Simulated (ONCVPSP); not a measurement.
# Configuration tests for ruthenium (Ru) (ONCV)

Ru (Z = 44), optimised norm-conserving Vanderbilt (ONCV), made with ONCVPSP 4.0.1 (revPBE, scalar-relativistic). Core [Ar] 3d10, reference 4s2 4p6 4d7 5s1. Waves: 4s+5s: rc 1.40 bohr, ncon 4, nbas 7, qcut 7.3 1/bohr, 2 projectors; 4p: rc 1.50 bohr, ncon 4, nbas 7, qcut 7.3 1/bohr, 2 projectors, debl 0.8 Ha; 4d: rc 2.35 bohr, ncon 4, nbas 8, qcut 5.7 1/bohr, 2 projectors, debl 2.9 Ha; f scattering state at 0.26 Ha: rc 2.40 bohr, ncon 5, nbas 9, qcut 4.7 1/bohr, 1 projector. Local part: polynomial inside 1.05 bohr (lpopt 5, dvloc0 0 Ha). Core correction: Teter function, fcfact 5.25, rcfact 1.3.

In the p channel the program set the typed energies aside and used -1.704, 0.250 Ha.

Energies are relative to the spin-unpolarised reference configuration 4s2 4p6 4d7 5s1; without spin polarisation the order of configurations can differ from experiment.

Task: Give the all-electron excitation energy and the error of the potential for: 4s2 4p6 4d7 5s0; 4s2 4p6 4d6 5s0; 4s2 4p6 4d5 5s0; 4s1 4p6 4d7 5s1.

Result:

| valence configuration | charge | ΔE all-electron (eV) | error AE − PS (meV) |
| --- | --- | --- | --- |
| 4s2 4p6 4d7 5s0 | +1 | 7.166 | +1.1 |
| 4s2 4p6 4d6 5s0 | +2 | 25.267 | -1.0 |
| 4s2 4p6 4d5 5s0 | +3 | 55.813 | +92 |
| 4s1 4p6 4d7 5s1 | +1 | 82.625 | -288 |

Levels in the configuration 4s2 4p6 4d5 5s0:

```
level  all-electron (eV)  pseudo (eV)
   4s           -111.016     -110.834
   4p            -80.670      -80.532
   4d            -37.281      -37.095
```

Note: no bound ghost flagged; GHOST(+) flagged for f at 96.0 eV, s at 206.6 eV, d at 432.7 eV.
